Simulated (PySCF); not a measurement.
**Spin-rotation constants: `CS(=O)(=O)CC=C=O`, C4H6O3S**

Cartesian coordinates in Å; atom numbers follow the order of the lines, from 1:
```xyz
14

C    -1.739   -0.073    0.604
S    -0.597   -0.615   -0.697
O    -1.336   -0.827   -1.907
O     0.183   -1.714   -0.180
C     0.582    0.754   -0.884
C     1.554    0.569    0.228
C     1.772   -0.549    0.869
O     2.157   -1.346    1.622
H    -1.147    0.233    1.457
H    -2.366   -0.917    0.862
H    -2.337    0.741    0.215
H     0.043    1.696   -0.825
H     1.028    0.653   -1.875
H     2.201    1.394    0.488
```

Level of theory: GIAO OLYP/6-31G* magnetisability, rotational g tensor and spin-rotation constants, non-relativistic, gas phase (PySCF). Geometry: GFN2-xTB.

Question: Give the nuclear spin-rotation constants along the inertial axes (H = +C I·J) beside the isotropic shieldings.

Answer: Rotational constants 3.2891, 1.3492, 1.2544 GHz. A star marks the isotopologue with that one atom substituted, in its own axes.
```
atom  isotope  Caa (kHz)  Cbb (kHz)  Ccc (kHz)  mean (kHz)  σ (ppm)
  H9       1H     -0.022     -0.167     -0.080      -0.090     29.6
 H10       1H     -0.387      0.031     -0.141      -0.166     30.3
 H11       1H     -0.166     -0.099     -0.109      -0.125     30.5
 H12       1H     -0.339     -0.062     -0.055      -0.152     29.6
 H13       1H     -0.419     -0.082      0.014      -0.162     28.8
 H14       1H     -0.257     -0.028     -0.146      -0.144     30.8
  C1     13C*      0.624      0.239      0.151       0.338    154.1
  S2     33S*      1.044      0.535      0.497       0.692    254.6
  O3     17O*     -0.806     -0.247     -0.202      -0.418    156.3
  C5     13C*      0.599      0.221      0.271       0.364    137.9
  C6     13C*      0.431      0.189      0.153       0.258    175.5
  C7     13C*      1.137      0.364      0.550       0.684     29.3
  O8     17O*     -0.826     -0.353     -0.493      -0.557     24.3
```
For the geometry as given, no vibrational averaging.
